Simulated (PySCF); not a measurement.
An equivalent PySCF input for Sn³⁺ (tin, charge +3), [Kr] 4d10 5s1, 2S determinant, with scalar relativity through the core potential:

```python
from pyscf import gto, scf, dft, mp, cc
import basis_set_exchange as bse
txt = bse.get_basis("aug-cc-pVDZ-PP", elements=["Sn"], fmt="nwchem", header=False)
cut = txt.index("\nECP")
mol = gto.M(atom="Sn 0 0 0", charge=3, spin=1, symmetry="D2h",
            basis=gto.basis.parse(txt[:cut]),
            ecp={"Sn": gto.basis.parse_ecp(txt[cut:])})
mf = dft.UKS(mol, xc="TPSS")
mf.irrep_nelec = {'Ag': (4, 3), 'B1g': (1, 1), 'B2g': (1, 1), 'B3g': (1, 1), 'B1u': (1, 1), 'B2u': (1, 1), 'B3u': (1, 1)}
mf.kernel()
```

It reaches the same state as the run whose output follows, with an energy that differs only through the grid. The run itself started from symmetry-adapted Hartree-Fock orbitals and held the occupation by maximum overlap, on a logarithmic radial grid, so the iterations belong to that start.

```
SCF conv_tol = 1e-09
number electrons alpha = 10  beta = 9
XC functionals = TPSS
    J. Tao, J. P. Perdew, V. N. Staroverov, and G. E. Scuseria.,  Phys. Rev. Lett. 91, 146401 (2003)
    J. P. Perdew, J. Tao, V. N. Staroverov, and G. E. Scuseria.,  J. Chem. Phys. 120, 6898 (2004)
    J. Tao, J. P. Perdew, V. N. Staroverov, and G. E. Scuseria.,  Phys. Rev. Lett. 91, 146401 (2003)
    J. P. Perdew, J. Tao, V. N. Staroverov, and G. E. Scuseria.,  J. Chem. Phys. 120, 6898 (2004)
cycle= 1 E= -212.249254968329  delta_E= -0.00349  |g|= 0.0192  |ddm|= 0.385
cycle= 2 E= -212.249363259753  delta_E= -0.000108  |g|= 0.00719  |ddm|= 0.0488
cycle= 3 E= -212.249381405901  delta_E= -1.81e-05  |g|= 1.71e-05  |ddm|= 0.0124
cycle= 4 E= -212.249381406001  delta_E= -1e-10  |g|= 4.61e-08  |ddm|= 4.62e-05
converged SCF energy = -212.249381406001  <S^2> = 0.75027707  2S+1 = 2.000277
```

Energies and moments cover only the electrons outside the core potential.
